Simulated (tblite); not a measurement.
Computed with GFN2-xTB (tblite): harmonic, unscaled wavenumbers at the GFN2-xTB geometry, gas phase. The method is semi-empirical: single wavenumbers can be off by several per cent or more. Modes of hydrogen on phosphorus and silicon can be 10 to 20 % off. One conformer each. Thermal functions are those of the rigid rotor and harmonic oscillator, without mixing of conformers.

Task: Order these by their zero-point energy, highest first (kcal/mol).
A. `CCO[C@@H]1[SiH2]O[SiH2]C1=O`
B. `C=C(C#N)C(=C)C(C)(C)C`
C. `C=CC1=COC=C(F)O1`
D. `CC[P@H+](C)CC(F)(F)F`
E. `C=CC1=NC(OC)=NN=C1`

Result: B (121.5), D (95.0), A (83.3), E (78.4), C (59.6).

```
                     SMILES  atoms  mass (u)  symmetry number  modes under 300 cm⁻¹  ZPE (kcal/mol)  S translation (cal/(mol K))  S rotation  S vibration      S    Cp
      C=C(C#N)C(=C)C(C)(C)C     23    135.10                1                     9           121.5                         40.6        29.5         34.2  104.3  45.7
       CC[P@H+](C)CC(F)(F)F     20    159.06                1                     9            95.0                         41.1        29.9         36.1  107.1  43.8
CCO[C@@H]1[SiH2]O[SiH2]C1=O     19    162.02                1                     8            83.3                         41.2        30.0         34.8  106.0  44.7
            C=Cc1cnnc(OC)n1     17    137.06                1                     7            78.4                         40.7        29.5         26.4   96.6  35.9
           C=CC1=COC=C(F)O1     14    128.03                1                     4            59.6                         40.5        28.9         20.7   90.1  32.3
```

Entropies and Cp are for 298.15 K and 1 bar.
